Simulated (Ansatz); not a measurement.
```yaml
crystal:
  periodic: [false, false, false]
  atoms:
    - {symbol: C, position_ang: [-1.175714, 0.718227, 1.264315]}
    - {symbol: B, position_ang: [0.097159, 0.030544, 0.655753]}
    - {symbol: C, position_ang: [1.520779, 0.594198, 1.000631]}
    - {symbol: C, position_ang: [-0.040380, -1.175320, -0.320000]}
    - {symbol: Si, position_ang: [-0.337766, -0.515322, -2.057098]}
    - {symbol: H, position_ang: [-1.317558, 1.680600, 0.752644]}
    - {symbol: H, position_ang: [-1.032487, 0.976511, 2.318673]}
    - {symbol: H, position_ang: [-2.105174, 0.154595, 1.159635]}
    - {symbol: H, position_ang: [1.527629, 1.648600, 1.288001]}
    - {symbol: H, position_ang: [2.266961, 0.428633, 0.218990]}
    - {symbol: H, position_ang: [1.873234, 0.034795, 1.880021]}
    - {symbol: H, position_ang: [-0.902600, -1.814761, -0.103094]}
    - {symbol: H, position_ang: [0.862854, -1.790934, -0.388559]}
    - {symbol: H, position_ang: [0.777168, 0.375088, -2.480119]}
    - {symbol: H, position_ang: [-0.434847, -1.634773, -3.031972]}
    - {symbol: H, position_ang: [-1.602058, 0.266718, -2.113420]}
basis:
  gaussian: {orbitals: cc-pVTZ}
total_charge: 1
magnetization: {spin_polarized: true, initial_magnetization: 1}
hamiltonian: {xc: {name: HF}}
correlation: {method: mp2, frozen_orbitals: {C: 0}}
```

```sh
$ ansatz run in.yaml --threads 4 --pin off --events-out ev --progress --plain --max-ram 10444MiB
```

(1) How does Ansatz answer? (An estimate is asked.)

## Answers

(1) Ansatz gave: The input was rejected before any iteration.
```
Functional definition: HF
Error: "frozen_orbitals" has no count for B
```
